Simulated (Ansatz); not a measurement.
Coupled-cluster diagnostics for the cluster Be5⁺, Ansatz.

Geometry of the doublet (PBE/def2-TZVP):

Cartesian coordinates in Å:
```
Be -0.086 -1.298 -0.720
Be 0.860 -0.238 0.850
Be 0.817 0.502 -1.134
Be -1.248 -0.383 0.707
Be -0.342 1.417 0.296
```

Correlated methods freeze no core orbitals. Another isomer (doublet) lies 0.15 eV lower at PBE0/def2-TZVP; other spin states weren't run for this one.

Q: Estimate the CCSD(T) correlation energy, the shares of MP2 and (T), T1 and the reference's ⟨S²⟩ for: charge 1, doublet, own geometry in def2-TZVPP; and the rough time on 4 threads of Arm Neoverse V1 on a shared host.

A: 
```
                          state       basis  correlation (eV)  MP2 share (%)  (T) share (%)     T1  ⟨S²⟩ (pure)  wall time                      remarks
charge 1, doublet, own geometry  def2-TZVPP           -10.166           79.8            5.0  0.069  1.60 (0.75)       10 s  large T1, spin-contaminated
```
Customary marks for T1 are 0.02 (closed shells), 0.045 (open shells) and about 0.05 (3d metals). T1 exceeds 0.02 in 1 of 1 rows and 0.045 in 1; the higher it lies, the less the single-reference result can be trusted.
